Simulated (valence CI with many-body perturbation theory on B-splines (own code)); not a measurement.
# Questions on Ir72+

Method: configuration interaction combined with many-body perturbation theory (CI+MBPT): three valence electrons over a frozen Dirac-Fock core [He], radial functions for each j: 9 s, 9 p, 8 d, 6 f, 3 g, 1 h, with the one-electron correlation potential Σ1, the two-electron term Σ2, the three-electron term Σ3, Breit, model QED; selected CI, second order for the rest, scaled by the run's own slope (own B-spline code, finite nucleus).

No measured spectrum was set against this ion. As an estimate, large intervals hold to a few tenths of a per cent, small ones and those within an open d or f shell to about a per cent.

Levels are named by their leading jj configuration (3d3/2^4 stands for four electrons in 3d with j = 3/2), which in mixed levels can hold well under half, so a name can repeat and another be missing.

Rates and lifetimes use the calculated energies. Strong lines usually hold to 10 to 20 %, long lifetimes can be off by a factor of two.

Q: What is the ground level?

A: (2s^2 2p1/2) J=1/2, composition 100 % 2s²2p ²P°, g = 0.610.

Q: Among levels below 13018 eV, which E1 lines absorb most strongly from the ground level?

A: to (2s^2 3d3/2) J=3/2 at 0.1004 nm, f = 0.549; to (2s 2p1/2 3p1/2) J=3/2 at 0.1035 nm, f = 0.195; to (2s 2p1/2 2p3/2) J=3/2 at 0.5954 nm, f = 0.184.

Q: Name the longest-lived excited levels whose lifetime is computed, and their main decay.

A: (2s 2p1/2 2p3/2) J=5/2 at 2003 eV lives 102 ps, mostly by E1 to (2s^2 2p3/2) J=3/2; (2s 2p1/2^2) J=1/2 at 291 eV lives 35.4 ps, mostly by E1 to (2s^2 2p1/2) J=1/2; (2s^2 2p3/2) J=3/2 at 1756 eV lives 11.8 ps, mostly by E1 to (2s 2p1/2^2) J=1/2.

Q: What are the static dipole polarisabilities of the lowest levels?

A: (2s^2 2p1/2) J=1/2 0.000124 bohr³, of which the core gives 1.80e-07.

Q: What is the ionisation energy?

A: 20642 eV; NIST lists 20650 ± 70 eV (theoretical).
